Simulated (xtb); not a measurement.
Species: H9GaSi3, SMILES `[SiH3][Ga]([SiH3])[SiH3]` (charge 0, multiplicity 1).

Problem. Give a relaxed geometry from GFN2-xTB (xtb).

Solution. the end point of this relaxation (outside a Z-matrix the atoms follow the SMILES, hydrogens last).
Z-matrix (Å, degrees):
```
Ga
Si 1 2.4509
H 2 1.4810 1 113.10
H 2 1.4811 3 105.41 1 -124.49
H 2 1.4822 3 105.31 4 -111.00
Si 1 2.4513 2 119.67 3 26.50
H 6 1.4808 1 113.61 2 150.86
H 6 1.4810 7 105.47 1 124.49
H 6 1.4825 7 105.28 8 111.00
Si 1 2.4520 2 120.11 3 -152.81
H 10 1.4811 1 113.29 2 20.06
H 10 1.4815 11 105.40 1 -124.49
H 10 1.4820 11 105.24 12 -110.97
```
